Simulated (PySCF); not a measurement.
Br₂Ge, triplet, at a GFN2-xTB geometry (the spin is typed, not shown lowest); PySCF with WB97X/cc-pVDZ.

Here is a job for PySCF.
```python
from pyscf import gto, scf, dft

mol = gto.Mole()
mol.atom = '''
    Ge    0.01662620    0.00626078    1.00353305
    Br    1.08727208   -1.65040649   -0.46661885
    Br   -1.10247318    1.64468236   -0.45089707
'''
mol.basis = 'cc-pvdz'
mol.spin = 2
mol.verbose = 4
mol.build()

mf = dft.UKS(mol)
mf.xc = 'wb97x'
mf.grids.atom_grid = (99, 590)
mf.grids.prune = None
mf.kernel()
```

Problem. What does PySCF print? Leave out banner, timings and long lists.

Solution. 
```
PySCF version 2.14.0

[INPUT] verbose = 4
[INPUT] num. atoms = 3
[INPUT] num. electrons = 102
[INPUT] charge = 0
[INPUT] spin (= nelec alpha-beta = 2S) = 2
[INPUT] symmetry False subgroup None
[INPUT] Mole.unit = angstrom
[INPUT] Symbol           X                Y                Z      unit          X                Y                Z       unit  Magmom
[INPUT]  1 Ge     0.016626200000   0.006260780000   1.003533050000 AA    0.031418964492   0.011831159526   1.896402621449 Bohr   0.0
[INPUT]  2 Br     1.087272080000  -1.650406490000  -0.466618850000 AA    2.054646454086  -3.118816260305  -0.881781831060 Bohr   0.0
[INPUT]  3 Br    -1.102473180000   1.644682360000  -0.450897070000 AA   -2.083372369878   3.107999222303  -0.852071972669 Bohr   0.0

nuclear repulsion = 645.67730551486
number of shells = 18
number of NR pGTOs = 231
number of NR cGTOs = 81
basis = cc-pvdz
ecp = {}

******** <class 'pyscf.dft.uks.UKS'> ********
method = UKS
initial guess = minao
damping factor = 0
level_shift factor = 0
DIIS = <class 'pyscf.scf.diis.CDIIS'>
diis_start_cycle = 1
diis_space = 8
diis_damp = 0
SCF conv_tol = 1e-09
SCF conv_tol_grad = None
SCF max_cycles = 50
direct_scf = True
direct_scf_tol = 1e-13
number electrons alpha = 52  beta = 50
XC library pyscf.dft.libxc version 7.1.2
    S. Lehtola, C. Steigemann, M. J. T. Oliveira, and M. A. L. Marques,  SoftwareX 7, 1–5 (2018)
XC functionals = wb97x
    J.-D. Chai and M. Head-Gordon,  J. Chem. Phys. 128, 084106 (2008)
radial grids:
    Treutler-Ahlrichs [JCP 102, 346 (1995); DOI:10.1063/1.469408] (M4) radial grids

becke partition: Becke, JCP 88, 2547 (1988); DOI:10.1063/1.454033
pruning grids: None
grids dens level: 3
symmetrized grids: False
atomic radii adjust function: <function treutler_atomic_radii_adjust>
User specified grid scheme (99, 590)
small_rho_cutoff = 0
Set gradient conv threshold to 3.16228e-05
tot grids = 175232
init E= -7222.58855133181

cycle= 1 E= -7225.25017323496  delta_E= -2.66  |g|= 0.253  |ddm|= 1.14
cycle= 2 E= -7225.27644266682  delta_E= -0.0263  |g|= 0.22  |ddm|= 0.573
cycle= 3 E= -7225.30941429302  delta_E= -0.033  |g|= 0.0188  |ddm|= 0.226
cycle= 4 E= -7225.30998631664  delta_E= -0.000572  |g|= 0.0073  |ddm|= 0.039
cycle= 5 E= -7225.31010550557  delta_E= -0.000119  |g|= 0.00244  |ddm|= 0.0193
cycle= 6 E= -7225.31012913448  delta_E= -2.36e-05  |g|= 0.00118  |ddm|= 0.00888
cycle= 7 E= -7225.31013605636  delta_E= -6.92e-06  |g|= 0.00066  |ddm|= 0.00472
cycle= 8 E= -7225.31013921486  delta_E= -3.16e-06  |g|= 0.000344  |ddm|= 0.00372
cycle= 9 E= -7225.31014039008  delta_E= -1.18e-06  |g|= 0.000103  |ddm|= 0.00312
cycle= 10 E= -7225.31014047784  delta_E= -8.78e-08  |g|= 2.49e-05  |ddm|= 0.000946
cycle= 11 E= -7225.31014048028  delta_E= -2.44e-09  |g|= 8.6e-06  |ddm|= 0.000117
cycle= 12 E= -7225.31014048048  delta_E= -2.07e-10  |g|= 3.99e-06  |ddm|= 2.88e-05
Extra cycle  E= -7225.31014048052  delta_E= -3.27e-11  |g|= 2.38e-06  |ddm|= 9.09e-06
converged SCF energy = -7225.31014048052  <S^2> = 2.0168147  2S+1 = 3.0111889
```
